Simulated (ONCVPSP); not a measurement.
## C (Z = 6): variants of one ONCV potential

Base potential:

* Element: C
* Generator: ONCVPSP 4.0.1
* Type: optimised norm-conserving Vanderbilt (ONCV)
* Functional: PBE
* Relativity: scalar-relativistic
* Frozen core: [He]
* Valence charge: 4
* Reference configuration: 2s2 2p2
* Partial waves: 2s: rc 1.35 bohr, ncon 5, nbas 9, qcut 4.5 1/bohr, 3 projectors, debl 1 Ha; 2p: rc 2.95 bohr, ncon 3, nbas 6, qcut 4.8 1/bohr, 2 projectors, debl 3.4 Ha; d scattering state at 0.24 Ha: rc 3.25 bohr, ncon 3, nbas 6, qcut 2.5 1/bohr, 1 projector
* Local potential: polynomial inside 1.05 bohr (lpopt 1, dvloc0 6 Ha)
* Core correction: polynomial model core, fcfact 0.55

All-electron outer shells of the reference configuration (PBE, scalar-relativistic, ld1.x):

| shell | level (eV) | outermost node (bohr) | outermost maximum (bohr) |
| --- | --- | --- | --- |
| 1s | -273.38 | – | 0.17 |
| 2s | -13.75 | 0.38 | 1.22 |
| 2p | -5.29 | – | 1.20 |

Cutoffs, loose and tight: the cutoffs (Ha) at which the residual kinetic energy of the hardest occupied pseudo-wave falls to 1 and 0.1 mHa per electron. They do not see the model core or the augmentation charge, which bear on the density cutoff. Test errors are all-electron minus pseudo excitation energies from the reference, over the configurations 2s2 2p1; 2s2 2p0; 2s1 2p0; 2s0 2p4. A dash means not determined; rows that change the core or the reference have their own tests. The largest error is taken over the tests solved by every variant that gives reliable tests at all: 2s1 2p0; 2s2 2p0; 2s2 2p1.

A true bound ghost makes a file unfit for plane-wave use even where its test errors are small: the radial tests pick states by their node count and pass the ghost by.

| change | outcome | cutoff, loose | cutoff, tight | bound ghosts | GHOST(+) flags above zero | largest test error (meV) |
| --- | --- | --- | --- | --- | --- | --- |
| base | generated | 55 Ha | 114 Ha | s | d | +2343 |
| all radii but the core radius scaled by about 0.77 (s 1.04, p 2.26, d 2.50 bohr); local potential polynomial inside 0.80 bohr (lpopt 1, dvloc0 6 Ha) | generated | 71 Ha | 176 Ha | s | s, d | +1382 |
| all radii but the core radius scaled by about 0.86 (s 1.16, p 2.52, d 2.78 bohr); local potential polynomial inside 0.90 bohr (lpopt 1, dvloc0 6 Ha) | generated | 75 Ha | 153 Ha | s | d | +1761 |
| all radii but the core radius scaled by about 0.93 (s 1.26, p 2.74, d 3.02 bohr); local potential polynomial inside 0.98 bohr (lpopt 1, dvloc0 6 Ha) | generated | 65 Ha | 131 Ha | s | none | +2065 |
| all radii but the core radius scaled by about 1.07 (s 1.44, p 3.16, d 3.48 bohr); local potential polynomial inside 1.12 bohr (lpopt 1, dvloc0 6 Ha) | generated | 41 Ha | 99 Ha | none | s | +2601 |
| all radii but the core radius scaled by about 1.16 (s 1.56, p 3.42, d 3.78 bohr); local potential polynomial inside 1.22 bohr (lpopt 1, dvloc0 6 Ha) | generated | 21 Ha | 82 Ha | none | s | +3401 |
| all radii but the core radius scaled by about 1.23 (s 1.66, p 3.62, d 3.98 bohr); local potential polynomial inside 1.28 bohr (lpopt 1, dvloc0 6 Ha) | generated | 12 Ha | 68 Ha | none | s | +3864 |
| all radii but the core radius scaled by about 1.34 (s 1.80, p 3.94, d 4.34 bohr); local potential polynomial inside 1.40 bohr (lpopt 1, dvloc0 6 Ha) | generated | 9.1 Ha | 51 Ha | none | none | +4789 |

Reading the sweep of the scale of all radii but the core radius (base = 1) (base included, trends over the rows without a ghost): The loose cutoff falls from 41 Ha at 1.07 to 9.1 Ha at 1.34. A larger radius leaves more room for a smooth pseudo-wave, so fewer plane waves are needed; a smaller one forces it to follow the all-electron wave where it bends sharply. Bound ghosts are found at 0.77, 0.86, 0.93, 1.
